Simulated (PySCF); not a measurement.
Computed shifts of a molecule C4H7Cl, PBE/pcSseg-1 run with PySCF, GIAO, gas phase, equivalent atoms averaged, in ppm (number of nuclei): ¹³C: 49.3 (1), 32.1 (1), 22.1 (2). ¹H: 1.80 (3), 1.25 (2), 0.95 (2). References: ¹³C against TMS (σ = 182.0 ppm); ³⁵Cl against HCl (σ = 936.5 ppm); ¹H against TMS (σ = 31.49 ppm), references at their B3LYP-D3(BJ)/def2-TZVP geometries, non-relativistic (without spin–orbit terms, shifts of atoms bonded to Cl or Br come out too high). Geometry: PBE0-D3(BJ)/def2-SVP. The values are those of a single conformer.

Pick the molecule that these values belong to.
(A) ClC1CCC1
(B) CC/C=C\Cl
(C) CC1(Cl)CC1
(D) C[C@@H]1C[C@H]1Cl

C, CC1(Cl)CC1
